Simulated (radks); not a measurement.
Spherical quantum dot in the effective-mass picture: electrons in a parabolic well V = omega^2 r^2 / 2 with omega = 3.85, all in effective atomic units (hartree* = m*/eps^2 hartree, bohr* = eps/m* bohr), one dielectric constant everywhere. Calculated with a radial shooting solver with Libxc functionals: non-relativistic Kohn-Sham, LDA (Slater exchange, Perdew-Wang correlation), spin-polarised, spherical densities. Levels are named by radial order and angular momentum (1s, 1p, 1d, 2s, ...), and open shells are averaged over m.

N = 33, configuration 1s2 1p6 1d10 2s2 1f(up 7, down 6). This is the lowest configuration that the search found. Occupied and some empty levels:

| level | occupation | eigenvalue (hartree*) | <r> (bohr*) |
|---|---|---|---|
| 1s up | 1 | 34.907 | 0.7616 |
| 1s down | 1 | 34.918 | 0.7604 |
| 1p up | 3 | 37.115 | 0.9886 |
| 1p down | 3 | 37.132 | 0.9879 |
| 1d up | 5 | 39.445 | 1.153 |
| 1d down | 5 | 39.466 | 1.153 |
| 2s up | 1 | 39.647 | 1.036 |
| 2s down | 1 | 39.662 | 1.036 |
| 1f up | 7 | 41.911 | 1.282 |
| 1f down | 6 | 41.933 | 1.283 |
| 2p up | 0 | 42.307 | 1.161 |
| 2p down | 0 | 42.321 | 1.161 |
| 1g up | 0 | 44.512 | 1.391 |
| 1g down | 0 | 44.534 | 1.391 |
| 2d up | 0 | 45.083 | 1.278 |
| 2d down | 0 | 45.098 | 1.279 |

Energy (hartree*): total 894.227, kinetic 150.12, external 348.67, Hartree 427.22, exchange-correlation -31.777.

Electron density:

| r (bohr*) | n(r) (e/bohr*^3) |
|---|---|
| 0.0478 | 3.234 |
| 0.168 | 3.039 |
| 0.288 | 2.721 |
| 0.408 | 2.432 |
| 0.528 | 2.302 |
| 0.648 | 2.368 |
| 0.768 | 2.551 |
| 0.888 | 2.703 |
| 1.01 | 2.679 |
| 1.13 | 2.415 |
| 1.25 | 1.949 |
| 1.37 | 1.395 |
| 1.49 | 0.8789 |
| 1.61 | 0.4854 |
| 1.73 | 0.2341 |
| 1.85 | 0.09854 |
| 1.97 | 0.03612 |
| 2.09 | 0.01157 |
| 2.21 | 0.003230 |
| 2.33 | 0.0007891 |
